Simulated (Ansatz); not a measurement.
CH6BN (SMILES CBN), singlet, geometry from GFN2-xTB; SC-NEVPT2/6-31G, CASSCF(4,6) run with Ansatz (a quantum-chemistry and plane-wave program).

Here is a job for Ansatz.
Ansatz 0.2 input:
```yaml
crystal:
  periodic: [false, false, false]
  atoms:
    - {symbol: B, position_ang: [-0.42400309, -0.13954360, 0.33337428]}
    - {symbol: H, position_ang: [-1.24006089, -0.48720799, 1.10252059]}
    - {symbol: C, position_ang: [1.10518916, -0.50376682, 0.52967864]}
    - {symbol: H, position_ang: [1.24625966, -1.58264516, 0.56694011]}
    - {symbol: H, position_ang: [1.47870343, -0.11666648, 1.47620291]}
    - {symbol: H, position_ang: [1.74644171, -0.11605470, -0.25934832]}
    - {symbol: N, position_ang: [-0.82531671, 0.60244813, -0.76032626]}
    - {symbol: H, position_ang: [-1.77793110, 0.86816814, -0.94521295]}
    - {symbol: H, position_ang: [-0.18731535, 0.93758825, -1.46376174]}
basis:
  gaussian:
    orbitals: 6-31G
magnetization: {spin_polarized: false}
correlation: {method: sc_nevpt2, electrons: all, active_space: {window: {electrons: 4, orbitals: 6}}}
```

Q: Predict the main parts of the log of this Ansatz run.

A: 
```
Functional definition: HF
577 factors; integrals over basis functions are off by at most 2.4e-4 eV
mean field evaluation 1: about -3276.7790 eV, gradient 3.0e1 eV
mean field evaluation 2: about -3276.7755 eV, gradient 3.0e1 eV
mean field evaluation 4: about -3278.9440 eV, gradient 2.5e0 eV
mean field evaluation 8: about -3278.9632 eV, gradient 4.3e-5 eV
mean field -3278.96316085 eV, -120.4996736001 hartree, gradient 1.4e-6 eV, S^2 0.000000; 0 other end points of the search recorded, 0 dependent functions left out
reference -3278.96316085 eV, -120.4996736001 hartree; 12, 12 occupied and 27, 27 virtual orbitals, 577 factors
state -3280.26218284 eV, -120.5474117778 hartree
state -3280.26218284 eV, -120.5474117778 hartree; corrected -3285.97451750 eV, -120.7573362046 hartree
Total energy: -3285.97451750 eV, -120.7573362046 hartree
```
